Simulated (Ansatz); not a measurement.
CH6Sn (SMILES [CH3][SnH3]) moved off its minimum; all values from Ansatz (a quantum-chemistry and plane-wave program), cores frozen in correlated methods. Elements past Kr take the def2 small-core potentials, without spin–orbit coupling.
(charge 0, multiplicity 1)
```xyz
8

Sn    -0.25108     0.12377    -0.04918
C      1.65062    -0.18977    -0.07031
H     -1.08535    -1.10067    -1.33720
H     -0.65666     1.65753    -0.26056
H     -0.99207    -0.37485     1.55221
H      2.08536    -1.28378     0.29528
H      2.18823     0.45895     0.88522
H      2.20390     0.18841    -0.87916
```

Q: Give the forces (eV/Å), the total energy and the dipole at CCSD(T)/def2-TZVPPD.

A: 
```json
[
 {"atom": "Sn1", "Fx": "-5.620", "Fy": "-3.087", "Fz": "0.275"},
 {"atom": "C2", "Fx": "7.132", "Fy": "-1.842", "Fz": "5.171"},
 {"atom": "H3", "Fx": "0.764", "Fy": "1.369", "Fz": "1.198"},
 {"atom": "H4", "Fx": "-0.542", "Fy": "2.003", "Fz": "-0.474"},
 {"atom": "H5", "Fx": "0.517", "Fy": "0.293", "Fz": "-0.983"},
 {"atom": "H6", "Fx": "-1.351", "Fy": "2.583", "Fz": "-1.434"},
 {"atom": "H7", "Fx": "-1.621", "Fy": "-1.420", "Fz": "-2.403"},
 {"atom": "H8", "Fx": "0.722", "Fy": "0.101", "Fz": "-1.351"}
]
```
Energy -254.9910 hartree, dipole 1.70 D.
